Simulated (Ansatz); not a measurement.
Geometry optimisation, RKS PBE-D4/def2-SVP (Ansatz 0.2.0).

Input:

```yaml
crystal:
  periodic: [false, false, false]
  atoms:
    - { symbol: B, position_ang: [0.045894, -0.436879, -0.389284] }
    - { symbol: F, position_ang: [-0.129332, 0.064024, 2.075938] }
    - { symbol: H, position_ang: [1.046355, 0.235586, -0.479565] }
    - { symbol: F, position_ang: [-1.141624, 0.026774, -0.793349] }
    - { symbol: O, position_ang: [0.158374, -1.76044, 0.01287] }
    - { symbol: H, position_ang: [-0.711686, -2.205079, -0.03156] }
    - { symbol: H, position_ang: [0.261218, -0.777587, 1.984552] }
basis:
  gaussian: { orbitals: def2-SVP }
hamiltonian:
  xc: pbe
  dispersion: d4
relax:
  f_tol: 0.03
  max_steps: 50
output:
  orbitals: {}
```

Command:

```bash
$ ansatz run input.yaml --threads 2 --pin off --max-ram 3072MiB --backend cpu --events-out ev --progress --plain --runs-dir out
```

Where does it end, and by what steps?

It converged. After 9 steps the energy has fallen by 0.049 eV; F2 moved furthest, 0.23 Å.

```csv
step,energy less start (eV),largest force component (eV/Å),accepted
0,0.0000,0.702,yes
1,-0.0296,0.643,yes
2,-0.0250,0.819,no
3,-0.0405,0.182,yes
4,-0.0433,0.188,yes
5,-0.0472,0.194,yes
6,-0.0490,0.058,yes
7,-0.0493,0.034,yes
8,-0.0494,0.036,yes
9,-0.0494,0.009,yes
```

```xyz
7
Properties=species:S:1:pos:R:3
B 0.046 -0.414 -0.438
F -0.068 -0.064 2.256
H 1.034 0.277 -0.520
F -1.117 -0.025 -0.965
O 0.140 -1.652 0.147
H -0.712 -2.133 0.104
H 0.206 -0.842 1.796
```

Run time: 10 s on 2 threads of Arm Neoverse V1, on a shared host, peak memory 0.13 GiB.
